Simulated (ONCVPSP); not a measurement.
# Which setting gave this result? (Co, ONCV)

Base potential:

- Element: cobalt
- Generator: ONCVPSP 4.0.1
- Type: optimised norm-conserving Vanderbilt (ONCV)
- Functional: LDA (Perdew-Wang 92)
- Relativity: scalar-relativistic
- Frozen core: [Ne]
- Valence charge: 17
- Reference configuration: 3s2 3p6 3d7 4s2
- Partial waves: 3s+4s: rc 1.15 bohr, ncon 3, nbas 7, qcut 13.5 1/bohr, 2 projectors; 3p: rc 1.05 bohr, ncon 4, nbas 8, qcut 11.9 1/bohr, 2 projectors, debl 3.6 Ha; 3d: rc 1.40 bohr, ncon 3, nbas 8, qcut 10.1 1/bohr, 1 projector
- Local potential: polynomial inside 0.80 bohr (lpopt 5, dvloc0 0 Ha)
- Core correction: none

Cutoffs, loose and tight: the cutoffs (Ha) at which the residual kinetic energy of the hardest occupied pseudo-wave falls to 1 and 0.1 mHa per electron. They do not see the model core or the augmentation charge, which bear on the density cutoff. Test errors are all-electron minus pseudo excitation energies from the reference, over the configurations 3s2 3p6 3d7 4s1; 3s2 3p6 3d7 4s0; 3s2 3p6 3d6 4s0; 3s2 3p6 3d7 4s0 4p1; variants that change the core or the reference have their own tests.

Only the scale of all radii (base = 1) is moved:

```
scale of all radii (base = 1)  cutoff, loose  cutoff, tight  bound ghosts  largest test error (meV)
                         0.82          63 Ha         207 Ha          none                       -71
                         0.89          60 Ha         112 Ha          none                       -21
                         1.01          55 Ha          66 Ha          none                       -14
                          1.2          43 Ha          51 Ha          none                       +10
                         1.31          39 Ha          47 Ha          none                       +11
```

Question: One more run gave cutoff, loose: 52 Ha; cutoff, tight: 62 Ha; bound ghosts: none; largest test error (meV): -12. Which value of the scale of all radii (base = 1) was used?

Answer: 1.08. The loose cutoff moves one way along this sweep, from 63 Ha at 0.82 to 39 Ha at 1.31, which places the run between 1.01 and 1.2.
